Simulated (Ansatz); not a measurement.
The cluster Al3P2⁺, 5 atoms. Hardware: 4 threads of Arm Neoverse V1 on a shared host.

Correlated methods freeze 25 core orbitals.

Problem. How many basis functions does each of these Ansatz runs have, and roughly what does it cost? HF/STO-3G, charge 1 triplet, energy; PBE-D4/def2-TZVP, charge 1 unrestricted singlet, energy, from earlier orbitals; PBE0-D4/def2-SVP, charge 1 singlet, energy, from earlier orbitals; PBE-D4/def2-TZVP, charge 1 singlet, energy and forces, from earlier orbitals; r2SCAN-D4/def2-TZVP, charge 1 unrestricted singlet, energy, from earlier orbitals; PBE0-D4/def2-SVP, charge 1 unrestricted singlet, energy with a search over starts; PBE-D4/def2-TZVP, charge 0 doublet at the geometry of the charge 1 singlet, energy, from earlier orbitals; CCSD(T)/def2-TZVPP, charge 1 triplet, energy, from earlier orbitals; B97M-V/def2-TZVP, charge 1 quintet, energy, from earlier orbitals; PBE with 15 % exact exchange/def2-SVP, charge 1 singlet, energy, from earlier orbitals; PBE-D4/def2-TZVP, charge 1 triplet, energy, from earlier orbitals; PBE with 10 % exact exchange/def2-SVP, charge 1 quintet, energy, from earlier orbitals.

Solution. Other jobs shared the machine, so times can vary by a factor of up to 3. A dash marks memory too small to be measured apart from the calling script's.

```tsv
run	functions	fitting or Cholesky vectors	wall time	peak host memory (GiB)
HF/STO-3G, charge 1 triplet, energy	45	479	0.35 s	–
PBE0-D4/def2-SVP, charge 1 singlet, energy, from earlier orbitals	90	790	1.2 s	–
PBE with 15 % exact exchange/def2-SVP, charge 1 singlet, energy, from earlier orbitals	90	790	1.2 s	–
PBE with 10 % exact exchange/def2-SVP, charge 1 quintet, energy, from earlier orbitals	90	790	2.2 s	–
PBE-D4/def2-TZVP, charge 1 singlet, energy and forces, from earlier orbitals	185	1317	2.3 s	–
PBE-D4/def2-TZVP, charge 1 unrestricted singlet, energy, from earlier orbitals	185	1317	3.7 s	–
PBE-D4/def2-TZVP, charge 1 triplet, energy, from earlier orbitals	185	1317	3.7 s	–
PBE0-D4/def2-SVP, charge 1 unrestricted singlet, energy with a search over starts	90	790	4.1 s	–
PBE-D4/def2-TZVP, charge 0 doublet at the geometry of the charge 1 singlet, energy, from earlier orbitals	185	1317	4.3 s	–
B97M-V/def2-TZVP, charge 1 quintet, energy, from earlier orbitals	185	1317	15 s	–
r2SCAN-D4/def2-TZVP, charge 1 unrestricted singlet, energy, from earlier orbitals	185	1317	27 s	0.6
CCSD(T)/def2-TZVPP, charge 1 triplet, energy, from earlier orbitals	210	1289	10 min	2.2
```
